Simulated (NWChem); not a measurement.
C3H5Br; SMILES C=C(Br)C

```xyz
9

C      1.3099    -1.5286     0.0000
C      0.1130    -0.9438     0.0000
C     -1.2111    -1.6282     0.0000
Br     0.0004     0.9567     0.0000
H      2.2390    -0.9569     0.0000
H      1.3736    -2.6205     0.0000
H     -1.8000    -1.3434     0.8859
H     -1.0766    -2.7196     0.0000
H     -1.8000    -1.3434    -0.8859
```
Atoms are numbered in this order, from 1.

Level: PBE0/def2-SVP (NWChem), optimised geometry, unscaled harmonic frequencies. This build's default masses of Se (78.918 u) and Br (79.917 u) are each other's, which moves their modes by up to 0.6 %.

**Question.** List the harmonic frequencies with IR intensities, and the thermochemistry.

**Answer.** 
```json
[
 {"frequency (cm⁻¹)": "207", "IR intensity (km/mol)": "0.5"},
 {"frequency (cm⁻¹)": "308", "IR intensity (km/mol)": "1.0"},
 {"frequency (cm⁻¹)": "359", "IR intensity (km/mol)": "0.3"},
 {"frequency (cm⁻¹)": "438", "IR intensity (km/mol)": "9.4"},
 {"frequency (cm⁻¹)": "568", "IR intensity (km/mol)": "21.6"},
 {"frequency (cm⁻¹)": "697", "IR intensity (km/mol)": "0.0"},
 {"frequency (cm⁻¹)": "910", "IR intensity (km/mol)": "41.6"},
 {"frequency (cm⁻¹)": "936", "IR intensity (km/mol)": "0.8"},
 {"frequency (cm⁻¹)": "1002", "IR intensity (km/mol)": "1.5"},
 {"frequency (cm⁻¹)": "1053", "IR intensity (km/mol)": "0.3"},
 {"frequency (cm⁻¹)": "1182", "IR intensity (km/mol)": "71.0"},
 {"frequency (cm⁻¹)": "1376", "IR intensity (km/mol)": "9.6"},
 {"frequency (cm⁻¹)": "1410", "IR intensity (km/mol)": "1.9"},
 {"frequency (cm⁻¹)": "1437", "IR intensity (km/mol)": "13.7"},
 {"frequency (cm⁻¹)": "1454", "IR intensity (km/mol)": "11.1"},
 {"frequency (cm⁻¹)": "1734", "IR intensity (km/mol)": "42.5"},
 {"frequency (cm⁻¹)": "3057", "IR intensity (km/mol)": "9.1"},
 {"frequency (cm⁻¹)": "3147", "IR intensity (km/mol)": "3.0"},
 {"frequency (cm⁻¹)": "3169", "IR intensity (km/mol)": "5.7"},
 {"frequency (cm⁻¹)": "3174", "IR intensity (km/mol)": "1.7"},
 {"frequency (cm⁻¹)": "3286", "IR intensity (km/mol)": "0.4"}
]
```

```
Quantity                                                                            Value
-----------------------------------------------------------------------  ----------------
zero-point energy                                                           44.2 kcal/mol
thermal correction to the enthalpy at 298.15 K (with zero-point energy)     47.8 kcal/mol
heat capacity Cv                                                         16.6 cal/(mol K)
entropy at 298.15 K and 1 atm (symmetry number 1)                        73.0 cal/(mol K)
dipole moment                                                                      1.57 D
```

Rigid rotor and harmonic oscillator.
